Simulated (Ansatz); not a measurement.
ClFH3SbSi (`[F][Sb]([SiH3])[Cl]`), relaxed with RKS PBE0-D4/def2-TZVP in Ansatz 0.2.0 from a PBE-D4/def2-SVP geometry. The force threshold is 0.005 eV/Å; the program also tests the step.

The species carries charge 0 and has multiplicity 1. Sb takes the def2 core potential.

Start:

```xyz
7

F    -2.106    1.141   -0.657
Sb   -1.412   -0.698   -0.778
Si    0.588   -0.088    0.811
Cl    0.040   -0.443   -2.680
H     1.188    1.188    0.297
H     1.603   -1.199    0.781
H     0.101    0.099    2.225
```

| step | energy (eV) | largest force (eV/Å) | largest move (Å) |
| --- | --- | --- | --- |
| 1 | -29697.6538 | 0.774 | 0.000 |
| 2 | -29697.7058 | 0.379 | 0.083 |
| 3 | -29697.7167 | 0.077 | 0.046 |
| 4 | -29697.7172 | 0.054 | 0.017 |
| 5 | -29697.7174 | 0.017 | 0.004 |
| 6 | -29697.7175 | 0.006 | 0.013 |
| 7 | -29697.7176 | 0.008 | 0.004 |
| 8 | -29697.7176 | 0.001 | 0.003 |

End:

```xyz
7

F    -2.070    1.108   -0.717
Sb   -1.385   -0.684   -0.758
Si    0.597   -0.075    0.819
Cl   -0.025   -0.432   -2.657
H     1.197    1.190    0.331
H     1.585   -1.185    0.768
H     0.100    0.079    2.213
```

Hardware: 4 threads of an AMD EPYC 7B13 on a shared host. Wall time 22 s, peak host memory 0.5 GiB.
